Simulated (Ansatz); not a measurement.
HNaO, charge +1, doublet, at a GFN2-xTB geometry (such geometries of metal compounds can be far from the true shape) (a state made from the parent by changing its charge; the spin is typed, not shown lowest); Ansatz (a program for electronic structure) with WB97M-V/6-31G**.

Input for Ansatz:
Ansatz 0.2 input:
```yaml
crystal:
  periodic: [false, false, false]
  atoms:
    - {symbol: Na, position_ang: [-0.00000000, -0.00000000, -0.98015460]}
    - {symbol: O, position_ang: [0.00000000, 0.00000000, 1.08981044]}
    - {symbol: H, position_ang: [0.00000000, 0.00000000, 2.06321711]}
basis:
  gaussian:
    orbitals: 6-31G__.json
hamiltonian:
  xc: {name: wB97M-V}
total_charge: 1
magnetization: {spin_polarized: true, initial_magnetization: 1}
accuracy: high
```
The basis file holds 6-31G** in the JSON format of the Basis Set Exchange.

It wrote (shortened):

```
Functional definition: wB97M-V
651 factors; integrals over basis functions are off by at most 3.3e-9 eV
225 factors; integrals over basis functions are off by at most 1.4e-9 eV
mean field evaluation 1: about -6463.5555 eV, gradient 4.4e1 eV
mean field evaluation 2: about -6466.1069 eV, gradient 3.7e1 eV
mean field evaluation 4: about -6470.6099 eV, gradient 6.3e-1 eV
mean field evaluation 8: about -6470.6207 eV, gradient 3.4e-2 eV
mean field evaluation 16: about -6470.6207 eV, gradient 4.8e-6 eV
mean field -6470.62072947 eV, -237.7909258639 hartree, gradient 6.6e-8 eV, S^2 0.752259; 0 other end points of the search recorded, 0 dependent functions left out
reference -6470.62073816 eV, -237.7909261833 hartree; 10, 9 occupied and 29, 30 virtual orbitals, 651 factors
Total energy: -6470.62073816 eV, -237.7909261833 hartree
```
